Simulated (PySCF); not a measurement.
**Radial density of Fe (iron, neutral)**

UHF, [Ar] 3d6 4s2, high-spin 5D determinant. Computed with PySCF 2.14 in aug-cc-pVTZ with one added diffuse shell each of s, p, d, f, g type (9s8p6d4f3g, 118 functions), with the non-relativistic Hamiltonian (point nucleus).

```
r (bohr)  4πr²ρ (e/bohr)  4πr²(ρα − ρβ)
 0.00104          0.1526         0.0000
 0.00175          0.4162         0.0000
 0.00294           1.107         0.0001
 0.00494           2.822         0.0002
 0.00830           6.705         0.0005
  0.0140           14.15         0.0011
  0.0235           24.54         0.0018
  0.0395           31.12         0.0024
  0.0665           26.77         0.0057
   0.112           25.91         0.0408
   0.188           34.83         0.2702
   0.316           20.08         1.2876
   0.532           14.29         3.2857
   0.895           14.23         3.4248
    1.51           3.782         1.3618
    2.53           1.039         0.2007
    4.26          0.3471        -0.0266
    7.16         0.02483        -0.0068
    12.0       0.0001044        -0.0001
```

(1) Where is the radial spin density 4πr²(ρα − ρβ) most negative, and why is it negative at all?

Answers

(1) Around r = 4.26 bohr, down to -0.0266 e/bohr: exchange with the open shell polarises the paired shells in an unrestricted calculation.
